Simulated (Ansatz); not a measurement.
A series at Al: from `[NH2][Al]([NH2])[NH2]`, ligands are replaced one by one, each step taking up H₂S and setting free NH₃; n counts the steps. Ansatz, PBE0-D4/def2-TZVP geometries. Each molecule was computed in one conformer, which needn't be the lowest.

CBS adds triple-zeta CCSD(T) − MP2 to the MP2 limit, frozen cores; atoms without spin–orbit coupling. 

```
n                 molecule  atomization energy, CCSD(T)/CBS (kJ/mol)
0  `[NH2][Al]([NH2])[NH2]`                                    3478.8
1   `[NH2][Al]([NH2])[SH]`                                    3030.5
2    `[NH2][Al]([SH])[SH]`                                         ?
3     `[SH][Al]([SH])[SH]`                                    2122.6
```

By hand: fit a straight line y = ȳ + b (n − n̄) to the 3 given rows and predict n = 2.

n̄ = 1.333, ȳ = 2877.30; Σ(n − n̄)(y − ȳ) = -2110.90, Σ(n − n̄)² = 4.667, so b = -452.30 kJ/mol a step. Prediction: 2877.30 + (-452.30) × (0.667) = 2575.6 kJ/mol.

By hand: compare with the computed value, 2578.8 kJ/mol, and give the steps along the whole series.

The line misses by 3.2 kJ/mol (computed minus predicted). Steps: -448.3, -451.7, -456.2 kJ/mol.

The steps differ by at most 7.9 kJ/mol, 1.7 % of a mean step, so the ligands' effects nearly add and a line is close. The miss is 0.2 % of the series' range. The energies themselves are unsure by some kJ/mol a bond, though much of that is common to the series.
